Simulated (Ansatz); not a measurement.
Interaction energy ladder

The pair of Br⁻ (SMILES [Br-], atom 1) and GeH4 (SMILES [GeH4], atoms 2–6), both closed shells, in one local arrangement (a lower one may exist), relaxed at PBE0-D4/def2-TZVPD:

| atom | x (Å) | y (Å) | z (Å) |
| --- | --- | --- | --- |
| Br1 | -0.0675 | 0.1898 | -3.4598 |
| Ge2 | 0.0122 | -0.0343 | 0.6399 |
| H3 | -1.2491 | 0.5589 | 1.3123 |
| H4 | 1.2149 | 0.7138 | 1.2630 |
| H5 | -0.0242 | 0.0656 | -0.8991 |
| H6 | 0.1138 | -1.4937 | 1.1436 |

Ansatz 0.2.0; basis: def2-TZVPPD, with def2-QZVPPD for the basis limit; cores frozen in the correlated methods. Filled d shells of the heavier atoms are correlated. The def2 sets are not built for correlating such inner shells, so the correlated values are less sure here. B3LYP uses VWN-RPA correlation. Extrapolation: Hartree–Fock as exp(−7.88 √X), correlation as X^−2.97. Interaction energies count from these two fragments, frozen as in the pair, with the counterpoise correction; negative means bound.

Question: What is the interaction energy by CCSD(T) at an estimated basis limit (MP2 extrapolated from triple and quadruple zeta, plus CCSD(T) − MP2 in triple zeta)? (Judge from chemistry; the value comes from the calculation.)

Answer: Computed: -20.0 kJ/mol. Hartree–Fock alone gives -1.1 kJ/mol at the basis limit. It counts from the two fragments frozen as in the pair.

The same quantity by other methods in triple zeta, and each one's difference from that estimate:
| method | E_int (kJ/mol) | difference |
| --- | --- | --- |
| PBE-D4 | -26.1 | -6.1 |
| revPBE-D4 | -22.9 | -3.0 |
| BLYP-D4 | -22.1 | -2.1 |
| r2SCAN-D4 | -21.0 | -1.0 |
| B97M-V | -19.4 | 0.6 |
| PBE0-D4 | -22.4 | -2.5 |
| B3LYP-D4 | -20.4 | -0.4 |
| HSE06-D4 | -22.7 | -2.8 |
| wB97X-V | -17.1 | 2.9 |
| wB97M-V | -17.9 | 2.0 |
| B2PLYP | -15.0 | 5.0 |
| HF | -1.0 | 18.9 |
| MP2 | -16.1 | 3.9 |
| CCSD | -13.2 | 6.8 |
| CCSD(T) | -15.2 | 4.8 |
Differences are method less estimate.

Question: Which atoms make the shortest contact between the fragments?

Answer: Br1 and H5, 2.56 Å apart.

Energy to bend the free fragments (PBE0-D4 minima) into their shapes in the pair, CCSD(T)/def2-TZVPPD: GeH4 3.9 kJ/mol. This must be added to the interaction energy to get the binding energy from relaxed fragments.

Basis-set superposition shift (counterpoise-corrected less uncorrected): CCSD(T) 4.6; MP2 4.4; HF 0.6; PBE0-D4 0.6; wB97M-V 0.6 kJ/mol.

T1 diagnostic: at most 0.012.

For scale, one of the runs: CCSD(T)/def2-TZVPPD, 179 basis functions, launched by `ansatz run in.yaml --threads 4 --pin off --events-out ev --progress --plain --max-ram 9574MiB`. Time: 24 s of wall clock on 4 CPU threads of an Intel Xeon Platinum 8375C; the host was shared. Peak host memory: 1.7 GiB.
